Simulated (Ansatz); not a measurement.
Ansatz (a first-principles code) input (CCSD(T,core; 1s of Na to Cl frozen)/cc-pwCVTZ):
A basis named .json is the Basis Set Exchange file of that set.

Ansatz 0.2 input:
```yaml
crystal:
  periodic: [false, false, false]
  atoms:
    - {symbol: N, position_ang: [1.41620402, -0.22409644, 0.95309614]}
    - {symbol: Si, position_ang: [0.02620785, 0.10915321, -0.11996131]}
    - {symbol: N, position_ang: [-0.44951125, -1.53192658, -0.64450436]}
    - {symbol: N, position_ang: [-1.26287065, 0.52247028, 1.04710449]}
    - {symbol: O, position_ang: [0.27531188, 1.14664787, -1.26018629]}
    - {symbol: H, position_ang: [1.76066905, -1.16778165, 0.82934156]}
    - {symbol: H, position_ang: [2.17905775, 0.41556738, 0.76684116]}
    - {symbol: H, position_ang: [-1.40493477, -1.74081756, -0.38365272]}
    - {symbol: H, position_ang: [-0.37026691, -1.62808230, -1.64963169]}
    - {symbol: H, position_ang: [-1.77827099, 1.33962716, 0.74309193]}
    - {symbol: H, position_ang: [-0.88241399, 0.71502817, 1.96508451]}
basis:
  gaussian:
    orbitals: cc-pwCVTZ.json
total_charge: -1
magnetization: {spin_polarized: false}
correlation: {method: ccsd_t, frozen_orbitals: {H: 0, N: 0, O: 0, Si: 1}}
```

End of the output:

```
1 core orbitals not correlated
reference -14446.43437197 eV, -530.8966710248 hartree; 24, 24 occupied and 290, 290 virtual orbitals, 1823 factors
second order -40.67638937 eV of doubles, -0.00000000 eV of singles
coupled cluster: 21.33 GiB planned
cycle   1  -40.56330383 eV  change    1.1e-1 eV  update   1.1e-1
cycle   2  -41.24350738 eV  change   -6.8e-1 eV  update   3.5e-2
cycle   3  -41.41217257 eV  change   -1.7e-1 eV  update   1.8e-2
cycle   4  -41.39737108 eV  change    1.5e-2 eV  update   4.5e-3
cycle   5  -41.39317286 eV  change    4.2e-3 eV  update   2.0e-3
cycle   6  -41.39429671 eV  change   -1.1e-3 eV  update   6.7e-4
cycle   7  -41.39425537 eV  change    4.1e-5 eV  update   2.7e-4
cycle   8  -41.39404189 eV  change    2.1e-4 eV  update   8.3e-5
cycle   9  -41.39401736 eV  change    2.5e-5 eV  update   3.3e-5
perturbative correction -1.28948252 eV, -0.0473876087 hartree
Total energy: -14489.11787185 eV, -532.4652607135 hartree
```

It need not be the lowest isomer of its formula. Whether it binds its extra electron was not tested at this geometry.
